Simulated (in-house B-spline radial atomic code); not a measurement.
## How G0W0 and RPA depend on the start: K⁻

Configuration [Ar] 4s2. Computed with a B-spline radial code for spherical atoms: all electrons, scalar-relativistic (spin-free one-electron X2C), finite nucleus, each spin shell either full or empty, empty states to l = 9 with an (l + 1/2)⁻⁴ tail; G0W0 by contour deformation at full frequency.

```
       start  mean-field 4s (eV)  G0W0 (eV)  QP weight  RPA correlation (Eh)
Hartree-Fock              -0.282          ?          ?                     ?
     LC-wPBE              -0.650     -0.651      0.899               -1.1067
       wB97X              -0.610          ?          ?                     ?
   CAM-B3LYP              -0.084     -0.478      0.769               -1.1252
```

(1) What G0W0 level, weight and RPA correlation energy follow from the Hartree-Fock start?

(2) What G0W0 level, weight and RPA correlation energy follow from the wB97X start?

(3) How much of the dependence on the start does G0W0 remove?

Results:

(1) G0W0 level -0.616 eV, weight 0.837, RPA correlation -1.0296 hartree.

(2) G0W0 level -0.587 eV, weight 0.894, RPA correlation -1.1058 hartree.

(3) The mean-field levels span 0.566 eV and the G0W0 levels 0.174 eV. Against 0.501 eV (electron affinity of the neutral atom) the G0W0 removal energies are off by -0.02 to +0.15 eV, with spin-orbit coupling, Breit and QED terms left out.
